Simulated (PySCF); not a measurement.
Cu(OH)2 holds Cu(II), d9, at total charge 0. The structure is a PBE0-D3(BJ)/def2-TZVP geometry optimised for multiplicity 2; coordination linear, point group C2h, metal–donor distances 1.74 Å.

```
5

Cu    0.0000    0.0000    0.0000
O     0.0000    0.0000    1.7414
H    -0.8606    0.0000    2.1692
O     0.0000    0.0000   -1.7414
H     0.8606    0.0000   -2.1692
```

Method (PySCF 2.14, density fitting): CASSCF(9,5) with orbitals averaged over all microstates of the shell, strongly contracted NEVPT2 on the averaged canonical orbitals; basis x2c-TZVPall on the metal, x2c-SVPall elsewhere; spin-free X2C; gas phase; spin-orbit coupling by state interaction with the mean-field operator over all roots.

(1) What is the ground state?

(2) Where do the spin-allowed transitions within the shell lie?

(3) What ligand-field parameters describe the result?

(4) What magnetic behaviour follows?

NEVPT2 lifts 2Bg from 7737 to 10612 cm⁻¹; on the d shell alone such lifts tend to overshoot.

The job took 1.6 s on one thread of Arm Neoverse V2 (shared host), with 86 basis functions, launched as `OMP_NUM_THREADS=1 python lf_run.py task.json out`.

Results:

(1) 2Ag (S = 1/2, orbital degeneracy 1), orbital occupations from the lowest 2.0 2.0 2.0 2.0 1.0, by NEVPT2.

(2) By NEVPT2: 2Bg at 532 cm⁻¹; 2Ag at 5068 cm⁻¹; 2Bg at 10612 cm⁻¹ (942 nm); 2Ag at 10628 cm⁻¹ (941 nm). All are electric-dipole forbidden at this geometry.

(3) At NEVPT2 level: orbital energies 0, 16, 5561, 10096, 10628 cm⁻¹; ζ = 792 cm⁻¹ (free ion 818).

(4) Degenerate or low-lying orbital states mix with the ground state, so no spin-only Hamiltonian applies. The lowest spin-orbit level is 2-fold, effective g = 0.91, 1.05, 4.87; the next lies at 1339.2 cm⁻¹. μeff is 2.71 μB at 300 K and 2.54 μB at 10 K; the spin-only value is 1.73 μB.
